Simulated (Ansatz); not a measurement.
Cost against result

Saddle point of Si$_{2}$H$_{4}$OF$_{2}$, singlet (SiH₄O ([OH][SiH3]) + SiF₂ → Si₂H₄OF₂ ([F][SiH]([F])[O][SiH3]); bonds formed: Si1–H4; dative contacts that become bonds: Si1–O5; bonds broken: H4–O5), PBE0-D4/def2-TZVP structure:

```json
{"atom": "Si1", "x (Å)": "-1.4349", "y (Å)": "-1.1942", "z (Å)": "0.0167"}
{"atom": "F2", "x (Å)": "-0.4134", "y (Å)": "-2.0577", "z (Å)": "0.8982"}
{"atom": "F3", "x (Å)": "-1.4345", "y (Å)": "-1.9509", "z (Å)": "-1.3879"}
{"atom": "H4", "x (Å)": "-1.5724", "y (Å)": "0.4296", "z (Å)": "0.2446"}
{"atom": "O5", "x (Å)": "-0.4715", "y (Å)": "0.2954", "z (Å)": "-0.3159"}
{"atom": "Si6", "x (Å)": "1.0298", "y (Å)": "0.9769", "z (Å)": "0.0618"}
{"atom": "H7", "x (Å)": "1.0080", "y (Å)": "2.3738", "z (Å)": "-0.4259"}
{"atom": "H8", "x (Å)": "1.2160", "y (Å)": "0.9450", "z (Å)": "1.5308"}
{"atom": "H9", "x (Å)": "2.0727", "y (Å)": "0.1822", "z (Å)": "-0.6226"}
```

Barriers are electronic and count from the start structure reached by relaxing down the imaginary mode.

Computed with Ansatz 0.2.0 (basis: as named in each row); correlated methods freeze the cores. B3LYP uses VWN-RPA correlation. Extrapolation: Hartree–Fock as exp(−7.88 √X), correlation as X^−2.97.

Times are rough, for one single point on 4 threads of a shared host (Arm Neoverse V2).

The estimate by CCSD(T) at an estimated basis limit (MP2 extrapolated from triple and quadruple zeta, plus CCSD(T) − MP2 in triple zeta) is 27.56 kcal/mol.

```json
{"method": "HF", "basis": "STO-3G", "time (s)": "under 1", "barrier (kcal/mol)": "65.52", "method less estimate": "37.96"}
{"method": "PBE-D4", "basis": "STO-3G", "time (s)": "under 1", "barrier (kcal/mol)": "29.78", "method less estimate": "2.22"}
{"method": "SPW92", "basis": "def2-SVP", "time (s)": "under 1", "barrier (kcal/mol)": "21.72", "method less estimate": "-5.83"}
{"method": "B3LYP-D4", "basis": "6-31G", "time (s)": "under 1", "barrier (kcal/mol)": "42.97", "method less estimate": "15.41"}
{"method": "PBE-D4", "basis": "def2-SVP", "time (s)": "under 1", "barrier (kcal/mol)": "24.90", "method less estimate": "-2.65"}
{"method": "PBE0-D4", "basis": "def2-SVP", "time (s)": "under 1", "barrier (kcal/mol)": "29.39", "method less estimate": "1.83"}
{"method": "SPW92", "basis": "def2-TZVPP", "time (s)": "1", "barrier (kcal/mol)": "18.84", "method less estimate": "-8.72"}
{"method": "PBE-D4", "basis": "def2-TZVPP", "time (s)": "2", "barrier (kcal/mol)": "21.68", "method less estimate": "-5.88"}
{"method": "BLYP-D4", "basis": "def2-TZVPP", "time (s)": "2", "barrier (kcal/mol)": "24.30", "method less estimate": "-3.26"}
{"method": "BHLYP-D4", "basis": "def2-TZVPP", "time (s)": "2", "barrier (kcal/mol)": "31.25", "method less estimate": "3.69"}
{"method": "B3LYP-D4", "basis": "def2-TZVPP", "time (s)": "2", "barrier (kcal/mol)": "26.85", "method less estimate": "-0.71"}
{"method": "CAM-B3LYP-D4", "basis": "def2-TZVPP", "time (s)": "2", "barrier (kcal/mol)": "28.12", "method less estimate": "0.57"}
{"method": "PBE0-D4", "basis": "def2-TZVPP", "time (s)": "2", "barrier (kcal/mol)": "25.16", "method less estimate": "-2.40"}
{"method": "r2SCAN-D4", "basis": "def2-TZVPP", "time (s)": "3", "barrier (kcal/mol)": "21.65", "method less estimate": "-5.90"}
{"method": "CCSD(T)", "basis": "def2-SVP", "time (s)": "4", "barrier (kcal/mol)": "34.93", "method less estimate": "7.37"}
{"method": "wB97M-V", "basis": "def2-SVP", "time (s)": "4", "barrier (kcal/mol)": "33.31", "method less estimate": "5.76"}
{"method": "r2SCAN0-D4", "basis": "def2-TZVPP", "time (s)": "4", "barrier (kcal/mol)": "25.10", "method less estimate": "-2.46"}
{"method": "RPA on PBE", "basis": "def2-TZVPP", "time (s)": "4", "barrier (kcal/mol)": "27.59", "method less estimate": "0.03"}
{"method": "B2PLYP", "basis": "def2-TZVPP", "time (s)": "4", "barrier (kcal/mol)": "26.62", "method less estimate": "-0.94"}
{"method": "PBE-QIDH", "basis": "def2-TZVPP", "time (s)": "4", "barrier (kcal/mol)": "26.65", "method less estimate": "-0.91"}
{"method": "wB97X-V", "basis": "def2-TZVPP", "time (s)": "6", "barrier (kcal/mol)": "28.37", "method less estimate": "0.82"}
{"method": "B97M-V", "basis": "def2-TZVPP", "time (s)": "7", "barrier (kcal/mol)": "25.12", "method less estimate": "-2.44"}
{"method": "wB97M-V", "basis": "def2-TZVPP", "time (s)": "8", "barrier (kcal/mol)": "29.76", "method less estimate": "2.20"}
{"method": "MP2", "basis": "def2-QZVPP", "time (s)": "18", "barrier (kcal/mol)": "25.51", "method less estimate": "-2.05"}
{"method": "CCSD(T)", "basis": "def2-TZVPP", "time (s)": "120", "barrier (kcal/mol)": "27.85", "method less estimate": "0.29"}
```

All methods are single points on the PBE0-D4 structures.

No T1 diagnostic of these runs exceeds 0.015. The restricted Hartree–Fock reference is unstable towards an unrestricted one at one or more of these structures.

Losses and insertions of silylenes and their heavier kin drive the gas-phase chemistry of silicon and germanium vapour deposition.

Labels in which every atom is bracketed show which atoms are joined, not bond orders.
